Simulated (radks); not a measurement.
The numbers below are computed, except where a source is named.
Mean orbital radii <r> (bohr) of the antimony ion Sb3+, [Kr] 4d10 5s2, at several levels of relativity; Dirac values are averaged over j with weights 2j + 1. Spin-unpolarised spherical Kohn-Sham, PBEsol, point nucleus unless stated (finite: rms radius 4.6802 fm), a radial shooting solver on a logarithmic mesh with Libxc functionals. A level marked "c x" has the speed of light scaled by that factor.

shell  non-rel.    Dirac  Dirac, c x 3  Dirac, c x 5  change of magnitude, last against first (%)
1s      0.02983  0.02843       0.02968       0.02978                                        -0.18
2s       0.1287   0.1223        0.1280        0.1285                                        -0.20
2p       0.1097   0.1069        0.1094        0.1096                                        -0.10
3s       0.3442   0.3304        0.3427        0.3436                                        -0.15
3p       0.3349   0.3285        0.3342        0.3346                                        -0.07
3d       0.3056   0.3056        0.3056        0.3056                                        0.00
4s       0.8207   0.7905        0.8174        0.8195                                        -0.14
4p       0.8644   0.8512        0.8630        0.8639                                        -0.06
4d        1.013    1.021         1.013         1.013                                        +0.03
5s        2.085    2.015         2.078         2.082                                        -0.13
